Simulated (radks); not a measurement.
Coulomb parameter of the 4d shell of the molybdenum ion Mo2+ in the model configuration [Kr] 4d2.5 5s1.5, as a second difference U = [E(n + 0.5) + E(n - 0.5) - 2 E(n)] / (0.5)^2 with all orbitals relaxed. "Bare": the charge of the atom changes with n. "Screened": the 5s shell takes up the change at fixed total charge, which measures U(4d,4d) + U(5s,5s) - 2 U(4d,5s). Calculated with a radial shooting solver on a logarithmic mesh with Libxc functionals: scalar-relativistic Kohn-Sham, PBEsol, spin-unpolarised, spherical densities, point nucleus.

case              configuration  E - E(n) (eV)
start          [Kr] 4d2.5 5s1.5          0.000
bare +0.5        [Kr] 4d3 5s1.5        -11.190
bare -0.5        [Kr] 4d2 5s1.5         14.194
screened +0.5      [Kr] 4d3 5s1         -2.469
screened -0.5      [Kr] 4d2 5s2          2.857

U(bare) = 12.017 eV, U(screened by 5s) = 1.552 eV, against the Slater integral F0(4d,4d) = 15.137 eV with frozen orbitals.
